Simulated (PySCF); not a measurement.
C11H12O.
Numbering: `[CH3:1][CH2:2][C:3](=[O:4])/[CH:5]=[CH:6]/[c:7]1[cH:8][cH:9][cH:10][cH:11][cH:12]1` (hydrogens: H13, H14, H15 on C1; H16, H17 on C2; H18 on C5; H19 on C6; H20 on C8; H21 on C9; H22 on C10; H23 on C11; H24 on C12)

A GFN2-xTB structure with every atom displaced at random (by about 0.01 Å) was refined with PySCF, PBE0-D3(BJ)/def2-SVP geometry optimisation, gas phase. Values at the start:

```tsv
coordinate	start
C1–C2	1.541 Å
C1–H13	1.035 Å
C2–C3	1.525 Å
C2–H16	1.105 Å
C3=O4	1.213 Å
C3–C5	1.461 Å
C5=C6	1.338 Å
C5–H18	1.069 Å
C6–C7	1.438 Å
C6–H19	1.093 Å
C7–C8	1.405 Å
C8–C9	1.381 Å
C8–H20	1.047 Å
C9–C10	1.388 Å
C9–H21	1.107 Å
C10–H22	1.087 Å
C1–C2–C3	112.8°
C2–C3–O4	120.0°
C2–C3–C5	114.4°
O4–C3–C5	125.6°
C5–C6–C7	127.6°
C7–C8–C9	119.2°
C8–C7–C12	118.8°
C8–C9–C10	121.8°
C1–C2–C3–O4	-1°
C5–C6–C7–C8	-4°
```

Q: How do these coordinates change at the PBE0-D3(BJ)/def2-SVP level?

A: 
```csv
coordinate,PBE0-D3(BJ)/def2-SVP (Å or °),change
C1–H13,1.099,+0.064
C8–H20,1.092,+0.045
C1–C2,1.514,-0.027
C5–H18,1.094,+0.025
C3–C5,1.484,+0.023
C6–C7,1.459,+0.021
C9–H21,1.093,-0.014
C2–C3,1.513,-0.012
C9–C10,1.397,+0.009
C8–C9,1.389,+0.008
C5=C6,1.346,+0.008
C10–H22,1.093,+0.006
C6–H19,1.097,+0.004
C7–C8,1.406,+0.001
C3=O4,1.214,+0.001
C2–H16,1.105,0.000
O4–C3–C5,122.2,-3.4
C2–C3–O4,121.7,+1.7
C2–C3–C5,116.1,+1.7
C7–C8–C9,120.7,+1.5
C8–C9–C10,120.3,-1.5
C1–C2–C3,113.6,+0.8
C5–C6–C7,128.2,+0.6
C8–C7–C12,118.2,-0.6
C5–C6–C7–C8,-1,+3
C1–C2–C3–O4,-2,-1
```

The energy falls by 0.286 eV over 7 energy and gradient evaluations, the largest force component goes from 0.0472 to 1.4e-04 Eh/bohr, and the atoms move by 0.052 Å rms after alignment. The bond that changes most is C1–H13 (methyl carbon to methyl hydrogen), which lengthens by 0.064 Å. Bonds longer at the end by more than 0.005 Å: 14 of 24; shorter: 3. Rotational constants go from 3454, 351.7, 320.5 to 3441, 346.8, 316.2 MHz.

The run used 228 basis functions and 52 SCF cycles in all. Hardware: an Intel Xeon Platinum 8259CL at 2.50 GHz with 2 threads (shared host). Cost: 2.6 min wall, 6.2 min CPU, 1.2 GiB resident at most.

Not checked by PBE0-D3(BJ)/def2-SVP frequencies. One conformer, not necessarily the lowest.

Shape of the structure used: `[CH3:1][CH2:2][C:3](=[O:4])/[CH:5]=[CH:6]/[c:7]1[cH:8][cH:9][cH:10][cH:11][cH:12]1`: C1–C2–C3–O4 -2°, C2–C3–C5–C6 -179°, C5–C6–C7–C8 -1°.
